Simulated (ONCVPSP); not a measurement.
germanium (Ge): excitation energies, all-electron against ONCV

```
Element                 : germanium (Ge)
Generator               : ONCVPSP 4.0.1
Type                    : optimised norm-conserving Vanderbilt (ONCV)
Functional              : LDA (Perdew-Zunger)
Relativity              : scalar-relativistic
Frozen core             : [Ar]
Valence charge          : 14
Reference configuration : 3d10 4s2 4p1.75 (charge +0.25)
Partial waves           : 4s: rc 1.85 bohr, ncon 4, nbas 8, qcut 3.1 1/bohr, 2 projectors, debl 1.8 Ha; 4p: rc 2.25 bohr, ncon 4, nbas 8, qcut 3.9 1/bohr, 1 projector; 3d: rc 0.75 bohr, ncon 3, nbas 8, qcut 17.5 1/bohr, 1 projector
Local potential         : polynomial inside 0.60 bohr (lpopt 5, dvloc0 0 Ha)
Core correction         : Teter function, fcfact 2.25, rcfact 1.2
```

Energies are relative to the spin-unpolarised reference configuration 3d10 4s2 4p1.75; without spin polarisation the order of configurations can differ from experiment.

```json
{"valence configuration": "3d10 4s2 4p2", "charge": "0", "ΔE all-electron (eV)": "-1.224", "error AE − PS (meV)": "+0.2"}
{"valence configuration": "3d10 4s2 4p1", "charge": "+1", "ΔE all-electron (eV)": "6.412", "error AE − PS (meV)": "-0.9"}
{"valence configuration": "3d10 4s1 4p3", "charge": "0", "ΔE all-electron (eV)": "6.820", "error AE − PS (meV)": "-1.3"}
```

(1) What are ΔE and the potential's error for 3d10 4s2 4p0?

Levels in the configuration 3d10 4s2 4p2:

```csv
level,all-electron (eV),pseudo (eV)
3d,-29.553,-29.568
4s,-11.949,-11.950
4p,-4.052,-4.053
```

Note: ghosts flagged at negative energy: s at -321.2 eV, p at -115.4 eV; no localised positive-energy state flagged. A true bound ghost makes a file unfit for plane-wave use.

Answers

(1) ΔE = 22.128 eV all-electron; the error (AE − PS) is -7.5 meV.
